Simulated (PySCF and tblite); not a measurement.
Values are calculated unless marked as measured or tabulated.
C7H14, numbered as in [CH3:1][CH:2]1[CH2:3][CH2:4][CH2:5][CH2:6][CH2:7]1: conformational analysis

The ensemble was built from 90 distance-geometry starts (ETKDG and KDG, MMFF94s, GFN2-xTB) and rests on PBE0-D3(BJ)/def2-SVP geometries. Weights use PBE0-D3(BJ)/def2-TZVP energies plus GFN2-xTB zero-point and thermal terms (modes under about 100 cm⁻¹ blended into free rotors). Symmetry numbers and mirror images are counted. Conformers within 4 kcal/mol (GFN2-xTB free energy) were kept, 5 at most. GIAO shieldings: PBE0/pcSseg-1. Couplings: B3LYP/pcSseg-1 with pcJ-1 on H (gas phase; spin-dipole term only for pairs with B, N, F, Si or P). Couplings are for ¹H. Shifts are against TMS (¹H), TMS (¹³C) at the same level; of two unlike H on one atom, a is the less shielded. Run with PySCF (density fitting) and tblite.

The 6-ring runs over atoms 2–3–4–5–6–7.

```csv
conformer,shape,symmetry,E(GFN2) kcal/mol,E(DFT) kcal/mol,G(298.15 K) kcal/mol,weight %,dipole D
1,6-ring chair (all substituents equatorial),Cs,0.00,0.00,0.00,96.7,0.12
2,6-ring chair (C1 axial),Cs,1.32,1.81,2.01,3.3,0.07
```

Weights (%) against temperature:

```
 T (K)     1    2  S(mix) cal/mol/K
   180  99.6  0.4              0.05
   230  98.7  1.3              0.14
298.15  96.7  3.3              0.29
   330  95.6  4.4              0.36
   400  92.9  7.1              0.51
```

Averaged shifts at 298.15 K. ¹H: 1.60 (H4a/H6a, 2H), 1.52 (H5a, 1H), 1.49 (H3a/H7a, 2H), 1.18 (H4b/H6b, 2H), 1.05 (H5b, 1H), 1.02 (H2, 1H), 0.90 (H1, 3H), 0.73 (H3b/H7b, 2H) ppm. ¹³C: 37.1 (C3/C7), 34.2 (C2), 28.7 (C4/C6), 28.5 (C5), 24.7 (C1) ppm.

Averaged couplings (Hz): ²J(H1,H1) -13.9, ³J(H1,H2) 7.3, ³J(H2,H3b) 12.0, ³J(H2,H3a) 3.9, ⁴J(H2,H4a) -0.6, ²J(H3b,H3a) -14.6, ³J(H3b,H4b) 13.8, ³J(H3b,H4a) 4.1, ⁴J(H3b,H5a) -0.6, ⁴J(H3b,H7a) -0.5, ³J(H3a,H4b) 4.0, ³J(H3a,H4a) 3.8, ⁴J(H3a,H5a) 1.3, ⁴J(H3a,H5b) -0.6, ⁴J(H3a,H7a) 1.9, ²J(H4b,H4a) -14.8, ³J(H4b,H5a) 4.1, ³J(H4b,H5b) 13.8, ⁴J(H4b,H6a) -0.6, ³J(H4a,H5a) 3.6, ³J(H4a,H5b) 4.1, ⁴J(H4a,H6a) 1.4, ²J(H5a,H5b) -14.8.

Coordinates of conformer 1 (Å):

```xyz
21

C    -2.432   -0.163   -0.031
C    -0.969    0.037    0.333
C    -0.168   -1.259    0.207
C     1.304   -1.066    0.556
C     1.935    0.041   -0.280
C     1.151    1.343   -0.155
C    -0.320    1.142   -0.502
H    -2.533   -0.481   -1.083
H    -2.901   -0.937    0.596
H    -3.009    0.767    0.092
H    -0.918    0.354    1.394
H    -0.251   -1.625   -0.834
H    -0.615   -2.040    0.844
H     1.390   -0.805    1.627
H     1.855   -2.012    0.424
H     2.987    0.195    0.013
H     1.951   -0.271   -1.341
H     1.592    2.122   -0.797
H     1.230    1.714    0.883
H    -0.411    0.873   -1.572
H    -0.878    2.086   -0.374
```

Shifts are unscaled: against experiment ¹³C can be off by 15 ppm or more and ¹H by 0.8 ppm.

Search and properties took 5.5 min on 1 thread of Arm Neoverse V1 (shared host) (rough), launched as `OMP_NUM_THREADS=1 python ens_run.py task.json out`.
